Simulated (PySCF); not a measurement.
Species: `FC[BH2-][n+]1ccccc1`. The columns A, B, C and D hold Mulliken, IAO, Hirshfeld and ESP-fitted charges (e) of one PBE0/pcSseg-1 density (PySCF), in a shuffled order. Coordinates in Å (PBE0-D3(BJ)/def2-SVP); the density's dipole moment is (6.34, 0.18, -1.36) D.

| atom | x | y | z | A | B | C | D |
| --- | --- | --- | --- | --- | --- | --- | --- |
| F1 | -2.963 | 0.996 | -0.343 | -0.285 | -0.355 | -0.379 | -0.139 |
| C2 | -2.838 | -0.397 | -0.515 | +0.025 | -0.088 | -0.046 | -0.064 |
| B3 | -1.788 | -1.071 | 0.494 | -0.032 | -0.230 | +0.109 | -0.052 |
| N4 | -0.290 | -0.591 | 0.165 | +0.147 | -0.024 | -0.580 | +0.018 |
| C5 | -0.042 | 0.700 | -0.112 | +0.085 | +0.004 | +0.245 | +0.060 |
| C6 | 1.246 | 1.158 | -0.353 | -0.264 | -0.156 | -0.176 | -0.034 |
| C7 | 2.308 | 0.258 | -0.301 | -0.012 | -0.105 | +0.009 | -0.013 |
| C8 | 2.038 | -1.077 | -0.015 | -0.203 | -0.159 | -0.189 | -0.036 |
| C9 | 0.725 | -1.465 | 0.208 | -0.064 | +0.006 | +0.247 | +0.059 |
| H10 | -2.593 | -0.558 | -1.583 | +0.020 | +0.114 | +0.083 | +0.018 |
| H11 | -3.837 | -0.834 | -0.348 | +0.082 | +0.141 | +0.113 | +0.036 |
| H12 | -1.980 | -0.735 | 1.659 | -0.134 | -0.011 | -0.020 | -0.098 |
| H13 | -1.783 | -2.292 | 0.369 | -0.162 | -0.029 | -0.107 | -0.095 |
| H14 | -0.923 | 1.345 | -0.141 | +0.135 | +0.197 | +0.171 | +0.062 |
| H15 | 1.404 | 2.214 | -0.577 | +0.180 | +0.173 | +0.124 | +0.069 |
| H16 | 3.331 | 0.593 | -0.484 | +0.142 | +0.169 | +0.121 | +0.068 |
| H17 | 2.834 | -1.823 | 0.033 | +0.169 | +0.171 | +0.123 | +0.067 |
| H18 | 0.442 | -2.495 | 0.430 | +0.172 | +0.183 | +0.151 | +0.075 |

Task: Which column most likely holds the ESP-fitted charges?

Result: A. Σ q r misses the density's dipole by 0.03 D (A), 0.61 D (D), 1.33 D (B), 1.51 D (C). Charges fitted to the outside potential are the only set here that is tied to the molecule's multipoles.

Task: And the Hirshfeld charges?

Result: D. The mean sizes are 0.059 e (D), 0.128 e (A), 0.129 e (B), 0.166 e (C), and Hirshfeld charges are commonly the smallest of these schemes.

As computed, A = ESP-fitted, B = IAO, C = Mulliken, D = Hirshfeld. Hydrogens on carbon: ESP-fitted +0.02 to +0.18, IAO +0.11 to +0.20, Mulliken +0.08 to +0.17, Hirshfeld +0.02 to +0.07 e.

The Mulliken scheme gives each basis function's population to the atom it is centred on and halves the overlap population of two atoms between them. The IAO scheme counts the electrons in orthogonalised intrinsic atomic orbitals, a minimal basis polarised so that it spans the occupied orbitals exactly.

Geometry: PBE0-D3(BJ)/def2-SVP, one conformer, isolated molecule.

Shape of the structure used: `[F:1][CH2:2][BH2-:3][n+:4]1[cH:5][cH:6][cH:7][cH:8][cH:9]1`: F1–C2–B3–N4 -68°, C2–B3–N4–C5 43°.
